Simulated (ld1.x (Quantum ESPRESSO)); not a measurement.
**Before and after: ultrasoft potential for silicon**

- Element: silicon
- Generator: ld1.x (Quantum ESPRESSO) 7.5
- Type: ultrasoft
- Functional: LDA (PZ)
- Relativity: scalar-relativistic
- Frozen core: [Ne]
- Valence charge: 4
- Reference configuration: 3s2 3p0.5 (charge +1.5)
- Partial waves: 3s (bound): rcut 1.30, rcutus 1.65 bohr; 3s channel at 2.2 Ry: rcut 1.30, rcutus 1.65 bohr; 3p (bound): rcut 1.25, rcutus 1.45 bohr; 3p channel at -0.8 Ry: rcut 1.25, rcutus 1.45 bohr
- Local potential: all-electron potential smoothed inside 1.55 bohr (lloc = -1)
- Core correction: none
- Augmentation charge: PSQ, radius 1.30 bohr

Change: augmentation built from norm-conserving waves at rcut, not smoothed further.

Cutoffs: the cutoffs (Ry, on a coarse ladder) from which the occupation-weighted sum of valence levels, in a spherical-Bessel basis at the reference potential, stays within 10 and 1 mRy of its value at 400 Ry; they do not see the model core or the augmentation charge, which bear on the density cutoff. Errors are all-electron minus pseudo energies relative to the spin-unpolarised reference configuration.

Q: How do hardness, ghosts and transferability respond?

A: The potential gets neither clearly harder nor softer (12 Ry and 18 Ry → 12 Ry and 18 Ry); both files keep a bound ghost (p); of the 9 tests that both files solve, the error grows in 7 and shrinks in 0 by more than 15 % and 0.3 meV (median size 8.0 → 11.6 meV).

```csv
quantity,base,changed
"cutoff, loose",12 Ry,12 Ry
"cutoff, tight",18 Ry,18 Ry
bound ghosts,p,p
"error for 3s2 3p2, meV [ΔE -14.77 eV]",+9.5,+12
"error for 3s2 3p1, meV [ΔE -6.94 eV]",+2.4,+2.9
"error for 3s2 3p0, meV [ΔE 9.17 eV]",+3.9,+4.7
"error for 3s2 3p1.5, meV [ΔE -11.81 eV]",+6.4,+7.7
"error for 3s2 3p2.3, meV [ΔE -15.73 eV]",+10,+13
"error for 3s1 3p3, meV [ΔE -7.97 eV]",+8.0,+12
"error for 3s0 3p4, meV [ΔE -0.99 eV]",+19,+28
"error for 3s2 3p0.5 (spin-polarised), meV [ΔE -0.06 eV]",+7.0,+6.0
"error for 3s2 3p2 (spin-polarised), meV [ΔE -15.38 eV]",+60,+55
s: phases at 1.81 bohr within 0.05 rad from the reference energy up to (Ry; the scan ends near 5),to the end of the scan,to the end of the scan
p: phases at 1.81 bohr within 0.05 rad from the reference energy up to (Ry; the scan ends near 5),to the end of the scan,to the end of the scan
lowest overlap eigenvalue by channel,"s 0.49, p 0.79","s 0.38, p 0.77"
```

 A true bound ghost makes a file unfit for plane-wave use even where its test errors are small: the radial tests pick states by their node count and pass the ghost by.
